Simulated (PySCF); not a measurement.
thionyl fluoride (F2OS), singlet, geometry from GFN2-xTB; PySCF with REVPBE/STO-3G.

Here is a job for PySCF.
```python
from pyscf import gto, scf, dft

mol = gto.M(
    atom='''
O     1.364314   -0.149536   -0.377770
S     0.202538   -0.006309    0.407834
F    -0.666917    1.265417   -0.235497
F    -0.905875   -1.121280   -0.153746
''',
    basis='sto-3g',
    charge=0,
    spin=0,
    verbose=4,
)

mf = dft.RKS(mol)
mf.xc = 'revpbe'
mf.grids.atom_grid = (99, 590)
mf.grids.prune = None
mf.kernel()
```

Question: What does PySCF print? Leave out banner, timings and long lists.

Answer: 
```
PySCF version 2.14.0

[INPUT] verbose = 4
[INPUT] num. atoms = 4
[INPUT] num. electrons = 42
[INPUT] charge = 0
[INPUT] spin (= nelec alpha-beta = 2S) = 0
[INPUT] symmetry False subgroup None
[INPUT] Mole.unit = angstrom
[INPUT] Symbol           X                Y                Z      unit          X                Y                Z       unit  Magmom
[INPUT]  1 O      1.364314000000  -0.149536000000  -0.377770000000 AA    2.578179807910  -0.282582085763  -0.713881838077 Bohr   0.0
[INPUT]  2 S      0.202538000000  -0.006309000000   0.407834000000 AA    0.382741349817  -0.011922282120   0.770694564286 Bohr   0.0
[INPUT]  3 F     -0.666917000000   1.265417000000  -0.235497000000 AA   -1.260290477817   2.391291563369  -0.445024833157 Bohr   0.0
[INPUT]  4 F     -0.905875000000  -1.121280000000  -0.153746000000 AA   -1.711855653090  -2.118912108952  -0.290537832747 Bohr   0.0

nuclear repulsion = 187.927066478322
number of shells = 14
number of NR pGTOs = 72
number of NR cGTOs = 24
basis = sto-3g
ecp = {}

******** <class 'pyscf.dft.rks.RKS'> ********
method = RKS
initial guess = minao
damping factor = 0
level_shift factor = 0
DIIS = <class 'pyscf.scf.diis.CDIIS'>
diis_start_cycle = 1
diis_space = 8
diis_damp = 0
SCF conv_tol = 1e-09
SCF conv_tol_grad = None
SCF max_cycles = 50
direct_scf = True
direct_scf_tol = 1e-13
XC library pyscf.dft.libxc version 7.1.2
    S. Lehtola, C. Steigemann, M. J. T. Oliveira, and M. A. L. Marques,  SoftwareX 7, 1–5 (2018)
XC functionals = revpbe
    Y. Zhang and W. Yang,  Phys. Rev. Lett. 80, 890 (1998)
    J. P. Perdew, K. Burke, and M. Ernzerhof,  Phys. Rev. Lett. 77, 3865 (1996)
    J. P. Perdew, K. Burke, and M. Ernzerhof,  Phys. Rev. Lett. 78, 1396 (1997)
radial grids:
    Treutler-Ahlrichs [JCP 102, 346 (1995); DOI:10.1063/1.469408] (M4) radial grids

becke partition: Becke, JCP 88, 2547 (1988); DOI:10.1063/1.454033
pruning grids: None
grids dens level: 3
symmetrized grids: False
atomic radii adjust function: <function treutler_atomic_radii_adjust>
User specified grid scheme (99, 590)
small_rho_cutoff = 0
Set gradient conv threshold to 3.16228e-05
Initial guess from minao.
tot grids = 233640
init E= -665.064770360501
  HOMO = -0.317819868548748  LUMO = -0.0355623331688709  gap/eV = 7.68062
cycle= 1 E= -664.083638036281  delta_E= 0.981  |g|= 0.916  |ddm|= 3.11
  HOMO = 0.0351621381491652  LUMO = 0.168992567754223  gap/eV = 3.64171
cycle= 2 E= -662.05918218275  delta_E= 2.02  |g|= 2.93  |ddm|= 4.28
  HOMO = 0.030276732242731  LUMO = 0.141881289316749  gap/eV = 3.03691
cycle= 3 E= -663.675309437162  delta_E= -1.62  |g|= 1.42  |ddm|= 3.89
  HOMO = -0.0548214856306904  LUMO = 0.122539021186536  gap/eV = 4.82623
cycle= 4 E= -664.370411906212  delta_E= -0.695  |g|= 0.401  |ddm|=  2.4
  HOMO = -0.0723510830349662  LUMO = 0.111392560981048  gap/eV = 4.99992
cycle= 5 E= -664.412368765053  delta_E= -0.042  |g|= 0.0946  |ddm|= 0.355
  HOMO = -0.0760876751822391  LUMO = 0.112024451740468  gap/eV = 5.11879
cycle= 6 E= -664.415033778402  delta_E= -0.00267  |g|= 0.00202  |ddm|= 0.123
  HOMO = -0.0761466494302487  LUMO = 0.111831784363715  gap/eV = 5.11515
cycle= 7 E= -664.415035288071  delta_E= -1.51e-06  |g|= 9.31e-05  |ddm|= 0.00384
  HOMO = -0.0761387016622987  LUMO = 0.111832831602619  gap/eV = 5.11497
cycle= 8 E= -664.415035290453  delta_E= -2.38e-09  |g|= 5.51e-05  |ddm|= 0.000198
  HOMO = -0.0761383516533419  LUMO = 0.111832205648626  gap/eV = 5.11494
cycle= 9 E= -664.415035291102  delta_E= -6.48e-10  |g|= 3.13e-05  |ddm|= 0.0001
  HOMO = -0.0761362891437988  LUMO = 0.111831702224673  gap/eV = 5.11487
Extra cycle  E= -664.4150352871  delta_E= 4e-09  |g|= 0.000109  |ddm|= 0.00022
converged SCF energy = -664.4150352871
```
